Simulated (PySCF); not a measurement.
A structure optimised at PBE-D3(BJ)/def2-SVP, used in a PySCF frequency run:

```xyz
10

C      3.4431    -0.2402     0.7528
C      2.2173    -0.6516     0.5128
C      0.9806    -1.0593     0.2838
C     -0.2248    -0.4005     0.8676
Br    -1.3254     0.4827    -0.5360
H      3.9343     0.5043     0.1021
H      4.0247    -0.6253     1.6083
H      0.8103    -1.9284    -0.3780
H     -0.9150    -1.1277     1.3342
H      0.0368     0.3913     1.5913
```
Charge 0, spin multiplicity 1.

Write its SMILES and formula.

C=C=CCBr, C4H5Br

What are its rotational constants (standard atomic weights)?

12.586, 1.1232, 1.0815 GHz
